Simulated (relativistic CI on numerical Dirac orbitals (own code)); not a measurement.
**Cu4+: 3d valence photoemission**

Computed with this model: Dirac-Coulomb-Breit CI, KLI orbitals optimised for each configuration, a model potential for QED, valence Slater integrals scaled by 0.7, multiplet model of photoemission in the sudden approximation; configurations [Ar] 3d7 → [Ar] 3d6; 80 K; Lorentzian 0.3 eV and Gaussian 0.5 eV FWHM. Energies are those of the free ion, without screening or charge transfer. The energies are binding energies and can lie tens of eV above those of solids. S is read from ⟨S²⟩ = S(S + 1).

Field parameters in Wybourne normalisation: Oh B⁴₀ = 21Dq, B⁴₄ = √(5/14) B⁴₀. The field is a parameter set, without covalency.

free ion: ground-state S = 1.49, centroid 81.37 eV. Peaks (eV, height): 79.2 (92), 82.1 (100), 83.7 (10), 86.8 (12).

Oh, 10Dq = 5000 cm⁻¹: ground-state S = 1.50, centroid 81.42 eV. Peaks (eV, height): 79.3 (100), 82.1 (84), 87.2 (10).

Oh, 10Dq = 13800 cm⁻¹: ground-state S = 1.50, centroid 81.52 eV. Peaks (eV, height): 79.7 (100), 81.1 (54), 83.0 (61).

Oh, 10Dq = 22600 cm⁻¹: ground-state S = 0.71, centroid 81.45 eV. Peaks (eV, height): 79.4 (47), 80.6 (82), 81.5 (100), 83.5 (35), 84.5 (13).

Oh, 10Dq = 31400 cm⁻¹: ground-state S = 0.52, centroid 81.69 eV. Peaks (eV, height): 78.7 (40), 81.1 (90), 82.0 (100), 84.1 (28).

Oh, 10Dq = 40200 cm⁻¹: ground-state S = 0.51, centroid 81.96 eV. Peaks (eV, height): 78.1 (36), 81.5 (85), 82.5 (100), 84.6 (27).

Strongest unbroadened transitions for Oh, 10Dq = 40200 cm⁻¹:

```tsv
Energy (eV)	Relative strength
78.05	80.8
81.44	100.0
81.53	59.9
81.59	19.9
82.38	58.2
82.42	38.5
82.51	57.6
82.57	19.4
82.71	60.1
83.19	1.2
84.63	56.6
87.38	1.2
87.40	1.7
87.42	2.0
87.59	1.4
88.93	1.1
89.07	2.8
89.92	0.9
```
